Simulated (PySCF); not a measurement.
## Tl2 and its ions

UHF-CCSD(T); basis Tl def2-SVP with ECP60; scalar-relativistic core potentials; PySCF 2.14. Neutral (UHF): triplet (σ ↑, π ↑), Re = 3.152 Å, ωe = 82.9 cm⁻¹, De = 0.97 eV.

Tl₂⁺ (UHF): doublet (σ ↑), Re = 3.638 Å, ωe = 52.5 cm⁻¹, De = 1.17 eV to Tl⁺ + Tl. The energies at the minima are -343.19719 hartree for Tl2 and -343.01212 for Tl₂⁺.

Q: Work out the adiabatic ionisation energy, without and with harmonic zero-point energies (1 hartree = 27.2114 eV, 1 eV = 8065.5 cm⁻¹), and the change of the bond length.

A: At UHF-CCSD(T): 0.18507 hartree = 5.036 eV between the minima; the zero-point term (52.5 − 82.9)/2 cm⁻¹ = -0.002 eV makes it 5.034 eV. Re changes by +48.6 pm against the neutral. The electron leaves a π orbital, and the longer bond of the ion fits a bonding orbital, or a change in how ionic the bond is.

Correlated steps freeze 8 core orbitals. Correlated levels converge slowly with the basis: in double zeta they bind strong bonds too weakly, by up to about 1 eV, and carry superposition errors of some tenths. Spin–orbit coupling is left out, which matters for elements this heavy, above all for dissociation energies. States were picked by a PBE0 search and need not be the measured ground states.
